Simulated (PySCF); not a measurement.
CH₈ClN₃Si, SMILES NC[Si](N)(N)Cl.

The structure is a stationary point at B3LYP-D3(BJ)/def2-SVP. This is a generated structure with no PubChem entry under its InChIKey; it may be hypothetical. Other conformers were not sampled.

Level of theory: M06-2X/def2-TZVP (PySCF).

Gas-phase values at a fixed geometry.

- total energy: -956.98653 hartree
- highest occupied level: -7.89 eV
- lowest empty level: 1.14 eV
- orbital gap: 9.03 eV
- dipole moment: 2.89 D
- quadrupole, principal values (traceless, Buckingham form, about the centre of nuclear charge): -10.76, 0.78, 9.98 D·Å
- mean static polarisability: 70.2 bohr³ (10.41 Å³)
- polarisability, principal values: 65.3, 71.2, 74.2 bohr³
